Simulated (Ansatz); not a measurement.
Pb3O4⁺, relaxed as a doublet with UKS PBE0-D4/def2-SVP in Ansatz, starting from the GFN1-xTB geometry. Force threshold 0.02 eV/Å.

In the def2 sets Pb takes a core potential; there is no spin–orbit coupling. The structure holds one bond between oxygen atoms, so isomers without such links may lie far lower. The relaxation made no stability test and no search for a lower SCF solution. The structure comes from a short search, and lower isomers may exist.

Start:

```xyz
7

Pb   -1.203   -1.392    0.256
Pb    0.884    0.177   -1.619
Pb    1.257    0.681    1.957
O    -0.560   -1.359   -1.755
O     0.995   -0.754    0.482
O    -0.459    1.660    0.873
O    -0.914    0.987   -0.194
```

Estimate the energy that the relaxation releases and the steps that it takes.

15.8 kcal/mol, in 21 steps; 3.3 min on 4 threads of Intel Xeon on a shared host. No frequencies were taken in this run, so the end may be a saddle point.

Does the start keep its bonding?

Bonds lost: Pb1–O7 (atoms count from 1).

Predict the relaxed structure.


Cartesian coordinates in Å:
```
Pb -0.6784 -2.5085 0.0766
Pb 0.5745 0.1380 -1.6598
Pb 0.9678 0.5858 2.1572
O -0.8010 -1.4784 -1.7000
O 0.6932 -0.7226 0.5422
O -0.1784 2.1417 0.8811
O -0.5777 1.8440 -0.2973
```
Bond lengths (bridged metal pairs left out): 7 × O–Pb 2.06 to 2.47 Å; 1 × O–O 1.28 Å.
